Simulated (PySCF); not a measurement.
PySCF job for diarsenic (As₂), SMILES [As]#[As], PBE0/pcSseg-2. Coordinates come from a B3LYP-D3(BJ)/def2-TZVP optimisation.

```python
import numpy as np
from pyscf import gto, scf, dft
from pyscf.prop.nmr import rks as nmr

mol = gto.M(
    atom='''
    As    0.00000000    0.00000000   -1.05206646
    As    0.00000000    0.00000000    1.05206646
    ''',
    basis='pcSseg-2',
    charge=0,
    spin=0,
    max_memory=1600,
    verbose=3,
)
mf = dft.RKS(mol, xc='pbe0')
mf.grids.level = 3
mf.conv_tol = 1e-10
mf.max_cycle = 100
mf.kernel()
n = nmr.NMR(mf)
n.verbose = 2
n.max_cycle_cphf = 60
sigma = n.kernel()
print('atom   isotropic/ppm   span/ppm')
for i, s in enumerate(sigma):
    w = np.linalg.eigvalsh((s + s.T) / 2)
    print(f'{mol.atom_symbol(i):2s}{i + 1:3d} {w.mean():14.3f} {w[2] - w[0]:11.3f}')
```

It prints:

```
converged SCF energy = -4471.29966124741
atom   isotropic/ppm   span/ppm
As  1       -569.372    5183.539
As  2       -569.372    5183.539
```

Self-consistency was reached.
